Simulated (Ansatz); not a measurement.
`C#[C][AlH][OH]` + `[SiH3][SiH2]Cl` → `C#C[SiH]([SiH3])Cl` + `[OH][AlH2]`  (formal exchange of groups at a C–Al bond)

Computed with Ansatz on PBE0-D4/def2-TZVP structures; ΔE is electronic, products minus reactants. CCSD(T)/CBS is the MP2 limit (def2-TZVPP, def2-QZVPP) plus CCSD(T) − MP2 in def2-TZVPP, frozen cores. This one scheme is used for every species. DFT in def2-TZVPP. One conformer a species, not always the lowest.

(1) Is it downhill or uphill in electronic energy at CCSD(T)/CBS, and by how much? (Best estimate.)

(2) What do these levels give: PBE-D4, PBE0-D4, ωB97X-V, PBE, r2SCAN, CCSD/def2-TZVPP, CCSD(T)/def2-TZVPP, HF/def2-QZVPP, MP2/def2-QZVPP, SCS-MP2/def2-QZVPP, HF/CBS(def2), CCSD/CBS(def2)? (An estimate is asked.)

Largest T1 diagnostic among the species: 0.014.

## Answers

(1) Computed: Uphill: ΔE = +29.5 kJ/mol.

(2) The calculation gave: PBE-D4 25.1, PBE0-D4 26.8, ωB97X-V 28.8, PBE 28.3, r2SCAN 30.5, CCSD/def2-TZVPP 31.4, CCSD(T)/def2-TZVPP 30.1, HF/def2-QZVPP 35.7, MP2/def2-QZVPP 26.1, SCS-MP2/def2-QZVPP 27.6, HF/CBS(def2) 35.7, CCSD/CBS(def2) 30.8 kJ/mol.

In def2-TZVPP, CCSD(T) changes the Hartree–Fock value by −5.8 kJ/mol (the triples alone add −1.3 kJ/mol) and MP2 by −9.4 kJ/mol. The D4 term adds −5.1 kJ/mol with B3LYP and −2.9 kJ/mol with PBE0; it sums over pairs of atoms, weighted by their polarisabilities, and B3LYP, whose exchange is more repulsive, gets the larger term.

B3LYP here is the variant with VWN-RPA as its local correlation; programs differ in this.
